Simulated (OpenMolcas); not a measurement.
F5+: effect of the level shift or regulariser

```yaml
Program: OpenMolcas
Basis: ANO-RCC-VQZP [5s4p3d2f1g]
Scalar_Hamiltonian: DKH2, point nucleus
Active_space: 2 electrons in 8 orbitals (2s 2p 3s 3p)
State_averaging: 2S+1 = 3 even, 3 roots; 2S+1 = 1 even, 6 roots; 2S+1 = 3 odd, 3 roots; 2S+1 = 1 odd, 3 roots
Spin-orbit_coupling: state interaction with AMFI integrals over the reference wave functions, term energies averaged over their components
```

Methods on the same reference wave functions:
A. CASSCF
B. SS-CASPT2, IPEA 0.25 Eh, imaginary shift 0.1 Eh (closed shells correlated: 1s)
C. SS-CASPT2, IPEA 0.25 Eh, real shift 0.2 Eh (closed shells correlated: 1s)

Energies in cm-1 above 2s2 1S0, the measured ground level; measured values from Moore, Atomic Energy Levels, vol. I, NSRDS-NBS 35 (1971 reprint of NBS Circular 467, 1949).

```csv
Level,A,B,C,Measured
2s2 1S0,0.0,0.0,0.0,0.0
2s 2p 3P* 0,97641,96632,96633,
2s 2p 3P* 1,97920,96912,96913,96861
2s 2p 3P* 2,98484,97476,97477,97437
2s 2p 1P* 1,198434,188500,188509,
2p2 3P0,253847,251771,251772,
2p2 3P1,254125,252048,252049,251635
2p2 3P2,254674,252596,252597,252145
```

Deviations, from unrounded energies. A percentage is the sum of absolute deviations over the sum of measured energies, with the sign that they share, or ± where signs differ.

```tsv
Against measurement	Levels	A	B	C
mean absolute deviation (cm-1)	4	1800	240	240
other configurations (%)	4	+1.0	+0.1	+0.1
```

B, C lie about equally close to measurement and A furthest from it. The largest miss of B in the table is 2p2 3P2, by +450 cm-1. The ranking rests on the paired levels alone, and a cruder setting can come out closer through cancelling errors.

Between B and C the level of the table that moves most is 2s 2p 1P* 1, by 9.6 cm-1 (lowest in B, highest in C).

The lowest spin-free term lies below A's lowest term by 0.011 hartree in B, 0.011 hartree in C.

Active for correlation alone: 3p 3s; no level in the range computed is led by a configuration that fills them, so any true level of that kind is missing. Computed and measured levels are paired by configuration, term and J; levels that our copy of the source lacks, or whose pairing is in doubt (as where it misses far off the trend of its configuration), stay unpaired and out of the deviations. Only configurations of the active space appear. The table leaves out levels that lie high or whose names do not pair safely across all columns.

* marks odd parity.
